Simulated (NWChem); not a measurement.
Species: C$_{2}$H$_{4}$BNO; SMILES C#CB(N)O

```xyz
9

C      0.0128    -2.2856     0.0000
C     -0.0013    -1.0687     0.0000
B      0.0162     0.4831     0.0000
N     -1.1877     1.2004     0.0000
O      1.2002     1.1715     0.0000
H      0.0209    -3.3609     0.0000
H     -2.0925     0.7545     0.0000
H     -1.2074     2.2112     0.0000
H      1.9591     0.5828     0.0000
```
Atoms are numbered in this order, from 1.

Level: PBE0/def2-SVP (NWChem), optimised geometry, unscaled harmonic frequencies. 

**Question.** List the harmonic frequencies with IR intensities, and the thermochemistry.

**Answer.** 
| frequency (cm⁻¹) | IR intensity (km/mol) |
|---|---|
| 163 | 0.4 |
| 237 | 6.1 |
| 375 | 6.0 |
| 415 | 57.2 |
| 472 | 209.7 |
| 505 | 19.7 |
| 588 | 14.1 |
| 645 | 65.3 |
| 707 | 7.1 |
| 727 | 34.8 |
| 745 | 35.0 |
| 901 | 7.0 |
| 1019 | 116.3 |
| 1321 | 358.6 |
| 1433 | 127.5 |
| 1598 | 261.7 |
| 2195 | 38.1 |
| 3478 | 47.1 |
| 3652 | 63.3 |
| 3771 | 47.2 |
| 3944 | 94.3 |

```json
{
 "zero_point_energy": "41.3 kcal/mol",
 "thermal correction to the enthalpy at 298.15 K (with zero-point energy)": "45.5 kcal/mol",
 "heat capacity Cv": "20.6 cal/(mol K)",
 "entropy at 298.15 K and 1 atm (symmetry number 1)": "73.9 cal/(mol K)",
 "dipole_moment": "0.74 D"
}
```

Rigid rotor and harmonic oscillator.
